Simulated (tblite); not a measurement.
Question: What does the GFN2-xTB structure of InChI=1S/C6H14OP2/c1-6(2,3)9-8-5-7-4/h5H2,1-4H3 look like in three dimensions?

Answer: 
```
atom  x, y, z in Å
C1     4.1312    0.1743   -0.5085
O2     2.7626   -0.0470   -0.2826
C3     2.4907   -1.1960    0.4648
P4     0.6452   -1.3639    0.6662
P5     0.1848    0.3788   -0.2622
C6    -1.7169    0.3357   -0.1766
C7    -2.2527   -0.1644    1.1614
C8    -2.2207   -0.5541   -1.3128
C9    -2.1882    1.7735   -0.4038
H10    4.6676    0.3332    0.4349
H11    4.2041    1.0677   -1.1249
H12    4.5850   -0.6736   -1.0358
H13    2.8825   -2.0995   -0.0313
H14    2.9568   -1.1480    1.4632
H15   -1.8391    0.4169    1.9840
H16   -1.9964   -1.2107    1.3151
H17   -3.3382   -0.0704    1.1872
H18   -1.8262   -0.2144   -2.2701
H19   -3.3090   -0.5263   -1.3626
H20   -1.9076   -1.5856   -1.1571
H21   -1.8360    2.4224    0.3963
H22   -3.2763    1.8191   -0.4278
H23   -1.8080    2.1595   -1.3477
```

Any rigid rotation of these coordinates is as good. Atoms count from 1 in this order. P4 (phosphorus bonded to C and P) is bent (angle 95.6°). The 2 C–P bonds span 1.864 Å (C3–P4, drawn single) to 1.904 Å (P5–C6, drawn single), a spread of 0.040 Å. Of the pairs four or more bonds apart, P4···H16 is among the closest relative to their van der Waals radii: 2.72 Å, 91 % of the sum of Bondi's values.

Bonds between heavy atoms (Å): C1–O2 1.405, O2–C3 1.397, C3–P4 1.864, P4=P5 2.027, P5–C6 1.904, C6–C7 1.526, C6–C8 1.529, C6–C9 1.530.

The geometry is computed with GFN2-xTB (gas phase).

Point group: C1 (no symmetry element, even within 0.4 Å). Its lowest GFN2-xTB frequency is 11i cm⁻¹, too small to tell a flat minimum from a shallow saddle. The numbers are those of one conformer (C1–O2–C3–P4 -179°, O2–C3–P4–P5 -4°).
